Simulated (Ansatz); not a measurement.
A single point on germanium tetrachloride (`[Cl][Ge]([Cl])([Cl])[Cl]`).

```yaml
crystal:
  periodic: [false, false, false]
  atoms:
    - {symbol: Cl, position_ang: [-0.979009, -0.096347, 1.860618]}
    - {symbol: Ge, position_ang: [0.009970, -0.014727, -0.008289]}
    - {symbol: Cl, position_ang: [1.641552, -1.362157, -0.002361]}
    - {symbol: Cl, position_ang: [-1.341784, -0.550559, -1.545577]}
    - {symbol: Cl, position_ang: [0.719072, 1.950190, -0.345791]}
basis:
  gaussian: {orbitals: def2-QZVPP}
correlation: {method: mp2}
```

```sh
$ ansatz run in.yaml --threads 4 --pin off --events-out ev --progress --plain --max-ram 10444MiB
```

It prints (some lines left out):

```
Functional definition: HF
2262 factors; integrals over basis functions are off by at most 8.6e-4 eV
mean field evaluation 1: about -106495.0097 eV, gradient 2.6e1 eV
mean field evaluation 2: about -106495.2231 eV, gradient 2.6e1 eV
mean field evaluation 4: about -106497.0478 eV, gradient 2.7e0 eV
mean field evaluation 8: about -106497.0836 eV, gradient 6.6e-2 eV
mean field -106497.08365728 eV, -3913.6956380892 hartree, gradient 1.4e-6 eV, S^2 0.000000; 0 other end points of the search recorded, 0 dependent functions left out
29 core orbitals not correlated: weight in the atoms' cores, before any rotation towards them, 1.000 or more for the frozen orbitals, at most 0.000 for the correlated occupied ones
reference -106497.08365728 eV, -3913.6956380892 hartree; 21, 21 occupied and 319, 319 virtual orbitals, 2262 factors
second order -36.24151360 eV of doubles, -0.00000000 eV of singles
Total energy: -106533.32517089 eV, -3915.0274891488 hartree
```

It took 9.5 s on 4 threads of an Intel Xeon 6975P-C on a shared host, with 1.7 GiB of host memory at the peak.
